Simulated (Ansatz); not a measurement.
`CCB(S)Cl` → `SBCl` + `C=C`  (β-hydride elimination)

Program: Ansatz. Geometries: PBE0-D4/def2-TZVP. ΔE: electronic, gas phase. CBS: MP2 limit from def2 TZ/QZ plus the TZ coupled-cluster correction, frozen cores. This one scheme is used for every species. DFT in def2-TZVPP. B3LYP here is the variant with VWN-RPA as its local correlation; programs differ in this. Each species was taken in one conformer, which may not be the lowest.

| level | ΔE (eV) |
| --- | --- |
| PBE-D4 | 1.63 |
| r2SCANh-D4 | 1.67 |
| B3LYP | 1.29 |
| CCSD(T)/def2-TZVPP | 1.51 |

What does CCSD(T)/CBS give? (Estimate.)

The calculation gave: +1.54 eV. The listed levels differ from it by 0.09, 0.13, -0.25, -0.03 eV.

Largest T1 diagnostic among the species: 0.013.

From BLYP to BHLYP (50 % exact exchange), in def2-TZVPP and without D4, ΔE moves by +0.31 eV. The D4 term adds +0.18 eV with B3LYP and +0.10 eV with PBE0; it sums over pairs of atoms, weighted by their polarisabilities, and B3LYP, whose exchange is more repulsive, gets the larger term.
